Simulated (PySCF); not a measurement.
A PySCF script (with the pyscf-properties extension) for the NMR shieldings of C7H11BClN, on a GFN2-xTB geometry:

```python
import basis_set_exchange as bse
import numpy as np
from pyscf import gto, dft
from pyscf.prop import nmr

atoms = """
C    -2.069481   -3.096024   -1.752222
C    -1.206364   -2.141500   -1.462706
C    -1.351293   -0.713607   -1.887309
C    -1.481502    0.218127   -0.660575
C    -2.663156   -0.145083    0.081546
N    -3.617236   -0.423725    0.648659
B    -1.554687    1.772572   -0.978340
C    -1.600648    2.850947    0.168970
C    -1.347815    2.397099    1.601578
Cl    0.330576    1.807027    1.792933
H    -2.952593   -2.900581   -2.338533
H    -1.933978   -4.109976   -1.416824
H    -0.329571   -2.359675   -0.864655
H    -2.226943   -0.600786   -2.529287
H    -0.467287   -0.407358   -2.453229
H    -0.634315    0.028012    0.012322
H    -1.610139    2.136667   -2.089440
H    -2.599381    3.303684    0.147032
H    -0.917571    3.672861   -0.065818
H    -2.005628    1.576542    1.887006
H    -1.459162    3.219756    2.308341
"""
names = dict.fromkeys(["C", "N", "B", "Cl", "H"], "pcSseg-1")
basis = {el: gto.basis.parse(bse.get_basis(n, elements=[el], fmt="nwchem")) for el, n in names.items()}
mol = gto.M(atom=atoms, basis=basis, charge=0, verbose=0)
mf = dft.RKS(mol, xc="PBE0")
mf.grids.level = 2
mf.grids.alignment = dft.numint.BLKSIZE   # the property module wants whole blocks of grid points
mf.conv_tol = 1e-9
mf.kernel()

calc = nmr.RKS(mf)   # GIAO
C = mf.mo_coeff
Co = C[:, mf.mo_occ > 0]
resp = mf.gen_response(singlet=True, hermi=2)
def vind(x):   # induced exchange potential for any number of trial vectors
    d = np.einsum("pi,xij,qj->xpq", C, 2 * x.reshape(-1, C.shape[1], Co.shape[1]), Co, optimize=True)
    return np.einsum("xpq,pi,qj->xij", resp(d - d.transpose(0, 2, 1)), C, Co, optimize=True).ravel()
mo1, _ = nmr.rhf.solve_mo1(calc, with_cphf=vind)
sigma = calc.kernel(mo1)
for i, s in enumerate(sigma):   # ppm
    w = np.linalg.eigvalsh((s + s.T) / 2)
    print("%2d %-2s iso %8.1f  s11 %8.1f  s22 %8.1f  s33 %8.1f" % (i, mol.atom_pure_symbol(i), w.mean(), *w))
```

Problem. What are the results?

Solution. 
```
 0 C  iso     60.1  s11    -54.6  s22     77.0  s33    157.9
 1 C  iso     42.7  s11    -77.1  s22     50.5  s33    154.7
 2 C  iso    145.6  s11    127.1  s22    145.6  s33    164.0
 3 C  iso    159.5  s11    137.0  s22    165.6  s33    175.8
 4 C  iso     64.8  s11    -57.2  s22    -39.3  s33    290.9
 5 N  iso    -35.1  s11   -204.9  s22   -194.4  s33    294.1
 6 B  iso     11.5  s11    -56.9  s22    -22.2  s33    113.4
 7 C  iso    148.5  s11    117.6  s22    153.5  s33    174.4
 8 C  iso    139.8  s11    111.8  s22    134.7  s33    173.1
 9 Cl iso    835.6  s11    631.2  s22    819.4  s33   1056.1
10 H  iso     26.0  s11     22.1  s22     25.6  s33     30.3
11 H  iso     26.1  s11     23.0  s22     25.3  s33     30.1
12 H  iso     25.6  s11     23.1  s22     25.0  s33     28.7
13 H  iso     29.3  s11     25.8  s22     28.4  s33     33.6
14 H  iso     29.0  s11     25.1  s22     27.6  s33     34.4
15 H  iso     28.1  s11     21.2  s22     27.4  s33     35.7
16 H  iso     24.1  s11     18.8  s22     25.8  s33     27.8
17 H  iso     29.9  s11     25.6  s22     27.3  s33     36.7
18 H  iso     29.2  s11     24.6  s22     28.7  s33     34.4
19 H  iso     27.0  s11     24.1  s22     24.6  s33     32.2
20 H  iso     27.8  s11     21.7  s22     27.0  s33     34.8
```

These numbers come from an equivalent density-fitted implementation of the same equations, which agrees with the script to about 0.01 ppm for H and up to a few tenths of a ppm for heavy atoms, so last digits may differ.

Size and cost of the density-fitted run: 232 basis functions, 93 s wall time on 1 thread of an Arm Neoverse N1, shared host; peak memory 1.1 GiB.
